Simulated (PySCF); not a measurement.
Species: C4H8OSi.
Atom-mapped SMILES: `[SiH3:1][O:2][C@:3]12[CH2:4][C@H:5]1[CH2:6]2` (hydrogens: H7, H8, H9 on Si1; H10, H11 on C4; H12 on C5; H13, H14 on C6)

Vertical excitations from PySCF (density fitting, frozen core in the response, grid level 2 and gas phase unless stated; continuum runs use non-equilibrium linear response for the excitations) on a GFN2-xTB geometry. Reference run:

```csv
settings,"S1, eV (f)","S2, eV (f)","S3, eV (f)","S4, eV (f)","S5, eV (f)","S6, eV (f)","T1, eV (Tamm–Dancoff)",mean α (au)
"PBE0/def2-SVPD, full TDDFT, 6 singlets",5.81 (0.005),6.68 (0.023),6.83 (0.001),6.90 (0.026),7.18 (0.010),7.26 (0.003),5.67,72.6
```

Problem. What do these settings give: (1) PBE0/STO-3G, start guess huckel, full TDDFT, 25 singlets; (2) PBE/def2-SVPD, full TDDFT, 1 singlet; (3) PW91/STO-3G, full TDDFT, 12 singlets?

Solution. 
```tsv
settings	S1, eV (f)	S2, eV (f)	S3, eV (f)	S4, eV (f)	S5, eV (f)	S6, eV (f)	T1, eV (Tamm–Dancoff)	mean α (au)
PBE0/STO-3G, start guess huckel, full TDDFT, 25 singlets	9.23 (0.086)	9.52 (0.126)	9.85 (0.066)	10.16 (0.033)	11.19 (0.011)	11.60 (0.012)	7.60	33.6
PBE/def2-SVPD, full TDDFT, 1 singlet	4.89 (0.005)	–	–	–	–	–	–	75.8
PW91/STO-3G, full TDDFT, 12 singlets	8.20 (0.035)	8.60 (0.151)	9.03 (0.035)	9.36 (0.003)	9.61 (0.008)	10.02 (0.013)	–	34.6
```

(1) S1 moves by +3.42 eV. (2) S1 moves by -0.92 eV (PBE has no exact exchange, PBE0 25 % exact exchange). (3) S1 moves by +2.39 eV; functional and basis change together, so the shift can't be laid on one. States are counted by energy in each run and needn't keep their character from row to row.

Problem. Give the leading configurations of S1 (H = HOMO, L = LUMO) and the HOMO–LUMO gap of each run.

Solution. 
```tsv
settings	S1 configurations (weight)	S1 (eV)	orbital gap (eV)	S1 − gap (eV)
PBE0/def2-SVPD, full TDDFT, 6 singlets	H→L 0.98	5.81	6.89	-1.08
PBE0/STO-3G, start guess huckel, full TDDFT, 25 singlets	H→L 0.56, H−1→L 0.31, H→L+1 0.10	9.23	10.45	-1.22
PBE/def2-SVPD, full TDDFT, 1 singlet	H→L 1.00	4.89	4.85	+0.04
PW91/STO-3G, full TDDFT, 12 singlets	H−1→L 0.49, H→L 0.47	8.20	7.67	+0.53
```

Shape of the structure used: `[SiH3:1][O:2][C@:3]12[CH2:4][C@H:5]1[CH2:6]2`: Si1–O2–C3–C4 -107°.

One conformer stands for the species.
